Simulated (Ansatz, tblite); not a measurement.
Isomers of Si3Se3⁻ (doublet), found by a short tight-binding search and relaxed with PBE-D4/def2-SVPD in Ansatz.

The xTB rows come from tblite.

Run but left out: MP2/def2-TZVPD (B: ⟨S²⟩ 0.96, where a pure state has 0.75).

A: At MP2/def2-TZVPD the charge -1 doublet is spin-contaminated (final ⟨S²⟩ up to 0.83, 0.75 for a pure state). B: At MP2/def2-TZVPD the charge -1 doublet is spin-contaminated (final ⟨S²⟩ up to 0.96, 0.75 for a pure state).

Other spin states weren't relaxed.

A:

```
atom   x (Å)   y (Å)   z (Å)
 Si1  -1.268   0.046  -0.574
 Si2  -0.155  -1.460   2.106
 Si3   0.842   1.273  -0.616
 Se4   1.752   1.480  -2.587
 Se5   0.539  -1.572  -0.137
 Se6  -1.710   0.233   1.807
```

B:

```tsv
atom	x (Å)	y (Å)	z (Å)
Si1	0.822	-1.663	0.139
Si2	-1.072	-0.935	-1.196
Si3	0.713	2.163	0.164
Se4	1.911	0.365	0.916
Se5	-1.342	-1.422	1.130
Se6	-1.032	1.494	-1.154
```

C:

Cartesian coordinates in Å:
```
Si 1.6962 -0.6087 1.0184
Si -2.2369 -0.0534 1.2836
Si 0.7080 0.1928 -0.9444
Se 1.6987 0.6434 -2.8213
Se -0.2482 -0.7177 2.3162
Se -1.6180 0.5436 -0.8525
```

Q: Estimate their order by electronic energy at r2SCAN0-D4/def2-TZVPD, counted from the lowest.

A: C (0.0) < B (3.5) < A (15.4), in kcal/mol.

Q: Do the other levels pick the same lowest one?

A: Not revPBE-D4/def2-TZVPD. Energies above each level's lowest (kcal/mol):

```json
{"level": "GFN2-xTB", "A": "1.3", "B": "4.3", "C": "0.0"}
{"level": "HF/def2-TZVPD", "A": "17.5", "B": "9.6", "C": "0.0"}
{"level": "PBE-D4/def2-TZVPD", "A": "12.3", "B": "0.4", "C": "0.0"}
{"level": "revPBE-D4/def2-TZVPD", "A": "11.6", "B": "0.0", "C": "0.1"}
{"level": "r2SCAN-D4/def2-TZVPD", "A": "15.4", "B": "3.4", "C": "0.0"}
{"level": "PBE0-D4/def2-TZVPD", "A": "13.5", "B": "1.6", "C": "0.0"}
{"level": "r2SCAN0-D4/def2-TZVPD", "A": "15.4", "B": "3.5", "C": "0.0"}
```
Point groups (tolerance 0.1 Å): A not assigned, B Cs, C Cs. Lower isomers may exist.
